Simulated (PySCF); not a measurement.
Chromium: a sound run and one with changed settings

Sound run: Cr⁺ [Ar] 3d5, Cr²⁺ [Ar] 3d4. Computed with PySCF 2.14 in aug-cc-pVDZ (7s6p4d2f, 59 functions), with the non-relativistic Hamiltonian (point nucleus). The sound run starts from symmetry-adapted Hartree-Fock orbitals and uses a fine grid where one is needed.

Changed run: initial guess minao, at most 50 SCF cycles, level shift 0.1 hartree.

```csv
species,method,sound run (hartree),changed run (hartree),converged
Cr⁺,UHF,-1043.13787,-1043.09939,yes
Cr⁺,B3LYP,-1044.21033,-1044.21033,yes
Cr⁺,M06-L,-1044.14354,-1044.14354,yes
Cr²⁺,UHF,-1042.57979,-1042.34802,yes
Cr²⁺,B3LYP,-1043.58886,-1043.58886,yes
Cr²⁺,M06-L,-1043.53930,-1043.54078,yes
```

Ionisation energy of Cr⁺:

| method | sound run (eV) | changed run (eV) |
| --- | --- | --- |
| B3LYP | 16.911 | 16.911 |
| M06-L | 16.442 | 16.402 |

The plain start fixes occupations by D2h representation alone, and Cr⁺ at UHF, Cr²⁺ at UHF landed in another state (other ⟨L²⟩ or ⟨S²⟩). A level shift slows the SCF but leaves a converged energy unchanged.

For comparison, NIST gives 16.486 eV between the lowest levels.
